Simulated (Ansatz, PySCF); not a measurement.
This PySCF input computes a BLYP/def2-TZVPD energy:

```python
from pyscf import gto, scf, dft

mol = gto.M(
    atom='''
    Se   -0.00000000   -0.00000000   -1.69591529
    C     0.00000000    0.00000000    0.00000000
    Se    0.00000000    0.00000000    1.69591529
    ''',
    basis='def2-tzvpd',
    charge=1,
    spin=1,
    symmetry='D2h',
    verbose=4,
)

mf = dft.UKS(mol, xc='blyp').density_fit(auxbasis='def2-universal-jkfit')
mf.grids.level = 3
mf.conv_tol = 1e-9
mf.max_cycle = 100
mf.max_memory = 1500
mf.kernel()
if not mf.converged:
    mf = mf.newton()
    mf.kernel(mf.make_rdm1())
mf.analyze()
```

Question: Write an input for the same energy in Ansatz (a quantum-chemistry and plane-wave program) and say what it gives.

Answer: 
Ansatz 0.2 input:
```yaml
crystal:
  periodic: [false, false, false]
  atoms:
    - {symbol: Se, position_ang: [-0.00000000, -0.00000000, -1.69591529]}
    - {symbol: C, position_ang: [0.00000000, 0.00000000, 0.00000000]}
    - {symbol: Se, position_ang: [0.00000000, 0.00000000, 1.69591529]}
basis:
  gaussian:
    orbitals: def2-TZVPD
hamiltonian:
  xc: {name: BLYP}
total_charge: 1
magnetization: {spin_polarized: true, initial_magnetization: 1}
output: {forces: true}
```
It gives -4840.95573 Eh, and PySCF -4840.95575 Eh, a difference of 0.02 mEh, from the treatment of integrals and grids.
